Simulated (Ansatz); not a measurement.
A nudged elastic band was laid between two geometries of AlClH4OSi (8 atoms, charge 0, multiplicity 1).

Theory: RKS PBE0-D4/6-31G* in Ansatz.

```yaml
movable_images: 5
climbing_image: yes
spring: 5.0 eV/Å²
optimiser: quadratic models (default)
start_path: through a guess of the saddle point
force_threshold: 0.05 eV/Å
iteration_limit: 60
end_points: relaxed
```

First end point:

```xyz
8
Properties=species:S:1:pos:R:3
Al 0.249 -0.093 0.519
H 0.677 0.274 1.985
Cl 1.601 0.156 -1.068
O -1.295 -0.690 0.188
Si -2.521 -1.267 -0.751
H -3.004 -2.562 -0.197
H -3.647 -0.293 -0.759
H -2.067 -1.486 -2.154
```

Last end point:

```xyz
8
Properties=species:S:1:pos:R:3
Al -0.175 -0.216 0.115
H 2.215 0.641 0.875
Cl 3.403 1.034 1.234
O -1.670 -0.857 -0.397
Si -3.108 -1.492 -0.899
H -3.416 -2.734 -0.137
H -4.209 -0.512 -0.680
H -3.046 -1.825 -2.349
```

(1) Which bonds break or form, and what moves?

(2) Give the energies along the band, and the barrier.

(3) What is the geometry of the highest image?

Answers

(1) Bonds broken: Al1–H2, Al1–Cl3. Bonds formed: H2–Cl3. AlClH4OSi becomes AlH3OSi + ClH.

(2) The forces met the threshold. The highest image is number 3 of 0 to 6, 293.5 kJ/mol above the first end and 82.8 kJ/mol above the last; the last end lies 210.7 kJ/mol above the first. Neighbouring images differ by up to 2.4 eV, so the band resolves the path poorly. A vibrational analysis at the climbing image gives one clearly imaginary mode, 1038i cm⁻¹: a first-order saddle point. The orbitals stay closed-shell, which can raise the energy where a bond breaks towards radicals; this wasn't checked here.

```csv
image,path coordinate (Å),energy (kJ/mol),Al1–H2 (Å),Al1–Cl3 (Å),H2–Cl3 (Å)
0,0.00,0.0,1.57,2.10,3.19
1,0.91,0.3,1.57,2.10,3.19
2,1.83,63.1,1.55,2.14,2.55
3,2.74,293.5,1.71,2.58,1.67
4,4.04,216.2,2.55,3.72,1.30
5,5.34,212.3,2.61,3.89,1.30
6,6.64,210.7,2.65,3.95,1.30
```

(3) 
```xyz
8
Properties=species:S:1:pos:R:3
Al -0.272 0.298 0.895
H 1.406 0.586 1.042
Cl 1.968 -0.364 -0.211
O -1.560 -0.463 0.113
Si -2.636 -1.311 -0.810
H -2.731 -2.712 -0.318
H -3.978 -0.673 -0.715
H -2.204 -1.320 -2.234
```

Time of the run: 7.7 min on 1 thread of Arm Neoverse V1, on a shared host, peak memory 0.19 GiB.
